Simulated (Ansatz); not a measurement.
# A rate constant, worked out

An elementary step of SiH4S2O2, singlet (SiH₄S₂O₂ ([OH][Si]([OH])([SH])[SH]) → SiH₂SO₂ ([OH][Si]([OH])[S]) + H₂S (still joined by a long Si–S bond); Si–S, S–H broken or loosened, S–H formed or tightened). The start structure is the reactant molecule, and the electronic barrier above it is 1.543 eV by CCSD(T) at an estimated basis limit (MP2 extrapolated from triple and quadruple zeta, plus CCSD(T) − MP2 in triple zeta). Computed with Ansatz 0.2.0 (basis: def2-TZVPP and def2-QZVPP); correlated methods freeze the cores. Extrapolation: Hartree–Fock as exp(−7.88 √X), correlation as X^−2.97. Harmonic wavenumbers at PBE0-D4/def2-TZVP (Ansatz 0.2.0), in cm⁻¹:

Start: 125, 128, 184, 234, 272, 275, 292, 332, 340, 475, 569, 752, 756, 803, 872, 892, 972, 2714, 2714, 3907, 3910.

Saddle: 602i, 133, 195, 209, 266, 289, 294, 344, 377, 448, 597, 614, 821, 848, 947, 987, 1080, 1509, 2712, 3893, 3901.

(1) Work out the transition-state-theory rate constant at 300 K from these numbers alone (harmonic vibrations; rotation, path degeneracy and anharmonicity left out), and the Wigner tunnelling factor. Use 1 cm⁻¹ = 1.2398 × 10⁻⁴ eV and k_B = 8.617 × 10⁻⁵ eV/K.

T1 diagnostic: at most 0.014.

Results:

(1) Zero-point energies, half the sums: start 21518/2 cm⁻¹ = 1.3339 eV; saddle, real modes only, 20464/2 cm⁻¹ = 1.2686 eV.
Barrier with zero-point energy: 1.543 + 1.2686 − 1.3339 = 1.4777 eV.
k_BT = 0.02585 eV, so the barrier is 57.16 k_BT.
Vibrational partition functions from the zero-point level, ln q = −Σ ln(1 − exp(−hν/k_BT)): start 4.150, saddle 3.295.
k = (k_BT/h) exp(ln q‡ − ln q) exp(−E0/k_BT), with log₁₀(k_BT/h in s⁻¹) = 12.80: log₁₀ k = 12.80 + (-0.855 − 57.16)/2.3026 = -12.40, so k ≈ 4 × 10^(-13) s⁻¹.
Wigner factor: 1 + (hν‡/k_BT)²/24 = 1 + (2.89)²/24 = 1.35. A change of 1 kcal/mol (0.043 eV) in the barrier would change k by a factor of 5.4 at this temperature.

Labels in which every atom is bracketed show which atoms are joined, not bond orders.

For scale, one of the runs: CCSD(T)/def2-TZVPP, 244 basis functions, launched by `ansatz run in.yaml --threads 4 --pin off --events-out ev --progress --plain --max-ram 9574MiB`. Hardware: 4 CPU threads of an Arm Neoverse V1, shared host. Wall time 2.3 min; peak host memory 4.6 GiB.
